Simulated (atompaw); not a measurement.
## vanadium (V): one change to a PAW (atompaw) potential, before and after

V, PAW, made with atompaw 4.2.0.5 (PBEsol, scalar-relativistic). Core [Ar], reference 3d3 4s2 4p0. Waves: 4s (bound); 4s channel at 4.1 Ry; 4p (bound, empty); 4p channel at 0.55 Ry; 3d (bound); 3d channel at 1.4 Ry. Local part: troulliermartins scheme with l = 3 at 0 Ry, radius 2.70 bohr. Core correction: smooth core density matched at 1.50 bohr. Augmentation charge: sinc compensation charge, radius 2.60 bohr; PAW radius 3.00 bohr; waves and projectors: bloechl.

Change: all radii scaled by about 0.91 (s 2.74, p 2.74, d 1.04 bohr); local potential troulliermartins scheme with l = 3 at 0 Ry, radius 2.46 bohr; augmentation sinc compensation charge, radius 2.38 bohr; PAW radius 2.74 bohr; waves and projectors: bloechl; core correction smooth core density matched at 1.36 bohr.

Cutoffs: the cutoffs (Ry, on a coarse ladder) from which the occupation-weighted sum of valence levels, in a spherical-Bessel basis at the reference potential, stays within 10 and 1 mRy of its value at 400 Ry; they do not see the model core or the augmentation charge, which bear on the density cutoff.

Question: What does the change do?

Answer: The potential gets harder (18 Ry and 25 Ry → 25 Ry and 30 Ry); a bound ghost appears in p, which as a rule spoils a file. A smaller radius makes the pseudo-wave follow the all-electron one further in, where it bends more sharply, so more plane waves are needed.

| quantity | base | changed |
| --- | --- | --- |
| cutoff, loose | 18 Ry | 25 Ry |
| cutoff, tight | 25 Ry | 30 Ry |
| loose cutoff by channel (10 mRy a level) | s 6 Ry, d 18 Ry | s 6 Ry, d 21 Ry |
| bound ghosts | none | p |
| lowest overlap eigenvalue by channel | s 0.45, p 0.01, d 1.00 | s 0.45, p 0.00, d 1.00 |

 A true bound ghost makes a file unfit for plane-wave use even where its test errors are small: the radial tests pick states by their node count and pass the ghost by. The cutoffs see the waves, projectors and local potential, not the compensation charge or the core.
